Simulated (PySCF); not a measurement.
Electronic absorption of GeBrCl3

GeBrCl3.
SMILES: `[Cl][Ge]([Cl])([Cl])[Br]`

Theory: TDDFT B3LYP/def2-SVPD, vertical, gas phase, core orbitals frozen in the response in PySCF 2.14.0, density-fitted response routines. Isolated species at its PBE0-D3(BJ)/def2-SVP geometry, gas phase. Relativistic effects, spin–orbit coupling among them, are left out although an element past zinc is present.

Question: List the vertical singlet excitations with oscillator strengths and describe the spectrum.

Answer: 

```tsv
state	E (eV)	E (kJ/mol)	λ (nm)	f	main configurations (H = HOMO, L = LUMO)
S1	4.92	475	252.0	0.0035	H-1/H→L (99%)
S2	4.92	475	251.8	0.0035	H-1/H→L (99%)
S3	5.30	511	234.1	0.0000	H-2→L (100%)
S4	5.74	554	216.0	0.024	H-3→L (95%)
S5	5.74	554	215.9	0.023	H-4→L (94%)
S6	5.93	572	209.1	0.088	H-5→L (95%)
S7	6.04	582	205.4	0.016	H-7→L (56%), H-6→L (39%)
S8	6.04	583	205.3	0.017	H-6→L (56%), H-7→L (39%)
S9	7.54	727	164.5	0.0000	H-1/H→L+2 (≥26%), H-1/H→L+3 (≥25%), H-1/H→L+1 (≥18%)
S10	7.58	731	163.7	0.0001	H-1/H→L+1 (≥35%), H-1/H→L+2 (≥26%), H-1/H→L+3 (≥16%)
S11	7.58	731	163.6	0.0000	H-1/H→L+3 (≥43%), H-1/H→L+2 (≥31%)
S12	7.64	738	162.2	0.0071	H-8→L (36%), H-1/H→L+2 (≥19%), H-1/H→L+1 (≥19%)
S13	7.66	739	161.9	0.0068	H-1/H→L+1 (≥33%), H-1/H→L+3 (≥31%), H-1/H→L+2 (≥18%)
S14	7.66	739	161.9	0.0069	H-1/H→L+1 (≥58%), H-1/H→L+3 (≥13%), H-1/H→L+2 (≥11%)
S15	7.94	766	156.1	0.0003	H-2→L+1 (84%), H-10→L (10%)
```

Triplets (Tamm–Dancoff): T1 4.55 eV, H-1/H→L (98%); T2 4.55 eV, H-1/H→L (98%); T3 4.98 eV, H-2→L (98%).

The lowest singlet level (S1/S2) comes at 252 nm (475 kJ/mol) in the ultraviolet; it is weak. The most intense listed level is S6 at 5.93 eV (209 nm, f = 0.088), 1.01 eV above S1. S1/S2, S4/S5, S7/S8, S10/S11 and S13/S14 lie within about 0.01 eV of each other in each set; the point group C3v has degenerate representations, and within a degenerate level the listed configurations can mix freely. Löwdin shares by element: HOMO (one of a set within 0.03 eV) bromine 73%, chlorine 21% or more; LUMO chlorine 36% or more, bromine 26%, germanium 21% (atoms not listed hold the other 18%). Weighted by f, the mean energy of these states is 6.05 eV. The oscillator strengths of these states sum to 0.197; summed over the whole spectrum of an exact calculation they would give the number of electrons, 118 (Thomas–Reiche–Kuhn). Orbital energies (eV): HOMO-3 -9.77, HOMO-2 -9.39, HOMO-1 -9.00, HOMO -8.99, LUMO -3.04, LUMO+1 -0.37, LUMO+2 -0.36. Orbitals of the list HOMO-3 to LUMO+2 that lie within 0.01 eV of each other are written together with a slash and their weights summed (≥ marks a lower bound); for degenerate orbitals outside that list single weights are arbitrary. The window holds the lowest 15 singlets.
